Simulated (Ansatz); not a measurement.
Geometry optimisation, UHF/def2-SVP in Ansatz 0.2.0.

input.yaml

```yaml
crystal:
  periodic: [false, false, false]
  atoms:
    - { symbol: Ge, position_ang: [0.000405, 0.0, -0.296096] }
    - { symbol: H, position_ang: [8.8e-05, 0.0, 2.459752] }
    - { symbol: H, position_ang: [1.464701, 0.0, -0.741859] }
    - { symbol: H, position_ang: [-0.731713, 1.268102, -0.74195] }
    - { symbol: H, position_ang: [-0.731713, -1.268102, -0.74195] }
    - { symbol: Cl, position_ang: [-0.000168, 0.0, 3.783504] }
magnetization:
  spin_polarized: true
  initial_magnetization: 1
basis:
  gaussian: { orbitals: def2-SVP }
hamiltonian:
  xc: hf
relax:
  f_tol: 0.03
  max_steps: 50
```

Launched with:

```bash
$ ansatz run input.yaml --threads 1 --pin off --max-ram 2048MiB --backend cpu --events-out ev --progress --plain --runs-dir out
```

Q: Where does it end, and by what steps?

A: The run converged. The force dipped under the threshold on the way, but the program's further checks kept it going. After 6 steps the energy has fallen by 0.095 eV; H2 moved furthest, 0.64 Å.

```tsv
step	energy less start (eV)	largest force component (eV/Å)	accepted
0	0.0000	1.561	yes
1	-0.0662	0.668	yes
2	-0.0879	0.104	yes
3	-0.0883	0.147	yes
4	-0.0937	0.063	yes
5	-0.0948	0.011	yes
6	-0.0951	0.004	yes
```

```xyz
6
Properties=species:S:1:pos:R:3
Ge 0.000 0.000 -0.596
H 0.000 0.000 3.102
H 1.463 0.000 -1.053
H -0.731 1.267 -1.053
H -0.731 -1.267 -1.053
Cl 0.000 0.000 4.374
```

Whether the end is a true minimum wasn't checked by a vibrational analysis.

Run time: 10 s on 1 thread of Arm Neoverse V1 (shared host), peak memory 0.15 GiB.
